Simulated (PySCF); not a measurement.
Relaxation of triplet RuO₂

Method: UPBE/[Ru def2-TZVP with ECP28, O def2-TZVP], scalar-relativistic core potentials, density fitting, no spin–orbit coupling, PySCF. A (50,194) grid was used.

A hand-made end-on start, of Cs symmetry, held to at least that symmetry:

```xyz
3
charge 0 multiplicity 3, angstrom
Ru   -0.1497    0.0000   -0.5487
O    -0.1497    0.0000    1.3877
O     1.1031    0.0000    2.1077
```

Q: What forces act on the atoms at the start (eV/Å)?

A: 
| atom | Fx | Fy | Fz |
| --- | --- | --- | --- |
| Ru1 | 0.17 | 0.00 | 1.94 |
| O2 | 3.01 | 0.00 | 0.15 |
| O3 | -3.18 | 0.00 | -2.08 |

Q: What does it relax to?

A: It ends at Cs with O–O 1.291 Å, Ru–O 1.814 Å; O–O–Ru 121.1° (after a last refinement on a finer grid). A frequency run shows a minimum.

Q: How much energy is released, and in how many steps?

A: 45.9 kJ/mol in 5 steps.

The determinant is spin-contaminated (⟨S²⟩ = 2.28, pure value 2.00). Open d and f shells are described by one determinant, and the ground state may have another occupation or spin.
